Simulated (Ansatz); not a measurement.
Reaction (redistribution): `[SiH3]C[CH2][GeH3]` + `C=C[Se][SiH2]O` → `C=C[Se][GeH3]` + `O[SiH2]CC[SiH3]`

Isolated molecules relaxed with PBE0-D4/def2-TZVP in Ansatz; ΔE leaves out vibrations. CCSD(T)/CBS is the MP2 limit (def2-TZVPP, def2-QZVPP) plus CCSD(T) − MP2 in def2-TZVPP, frozen cores. Functionals use def2-TZVPP. For Ge, Se outer-core shells are correlated without core-valence functions, which leaves a few kJ/mol of doubt a bond. Scalar relativity is left out up to krypton. Each species was taken in one conformer, which may not be the lowest.

`[SiH3]C[CH2][GeH3]`:

Cartesian coordinates in Å:
```
Si 1.193 1.952 -0.331
C 0.763 0.152 -0.008
C -0.746 -0.100 0.003
Ge -1.204 -1.979 0.333
H 0.588 2.816 0.720
H 2.667 2.166 -0.333
H 0.649 2.375 -1.651
H 1.212 -0.143 0.947
H 1.253 -0.461 -0.772
H -1.195 0.191 -0.951
H -1.236 0.505 0.771
H -0.633 -2.418 1.695
H -0.581 -2.863 -0.763
H -2.729 -2.192 0.340
```

`C=C[Se][SiH2]O`:

Z-matrix (Å, degrees):
```
Si
O 1 1.646
Se 1 2.271 2 114.4
H 1 1.486 2 112.1 3 -116.7
H 1 1.478 2 104.7 3 120.8
H 2 0.959 1 117.0 3 52.8
C 3 1.907 1 99.3 2 68.2
C 7 1.325 3 127.6 1 -25.3
H 7 1.085 3 111.4 1 154.6
H 8 1.084 7 123.1 3 -1.6
H 8 1.085 7 119.7 3 178.7
```

`C=C[Se][GeH3]`:

Cartesian coordinates in Å:
```
C -1.220 -1.834 0.635
C -0.512 -1.000 -0.112
Se -1.087 0.770 -0.516
Ge 1.031 1.781 -0.343
H -0.892 -2.859 0.773
H -2.140 -1.533 1.123
H 0.409 -1.313 -0.594
H 2.035 0.945 -1.154
H 0.889 3.189 -0.934
H 1.486 1.854 1.123
```

`O[SiH2]CC[SiH3]`:

Cartesian coordinates in Å:
```
O -0.584 0.787 2.132
Si 0.779 1.108 1.259
C 0.528 0.954 -0.591
C 0.387 -0.471 -1.141
Si -1.157 -1.406 -0.622
H -0.905 -0.116 2.130
H 1.140 2.507 1.596
H 1.888 0.190 1.655
H 1.393 1.447 -1.055
H -0.342 1.563 -0.865
H 0.382 -0.456 -2.237
H 1.253 -1.079 -0.857
H -1.254 -2.693 -1.360
H -2.381 -0.601 -0.878
H -1.127 -1.735 0.835
```

```csv
level,ΔE (eV)
r2SCAN-D4,0.00
SCS-MP2/def2-TZVPP,0.03
```

(1) What does CCSD(T)/CBS give? (Estimate.)

Largest T1 diagnostic among the species: 0.011.

## Answers

(1) The calculation gave: +0.05 eV. The listed levels differ from it by -0.05, -0.02 eV.

In def2-TZVPP, CCSD(T) changes the Hartree–Fock value by +0.08 eV (the triples alone add +0.01 eV) and MP2 by +0.11 eV.
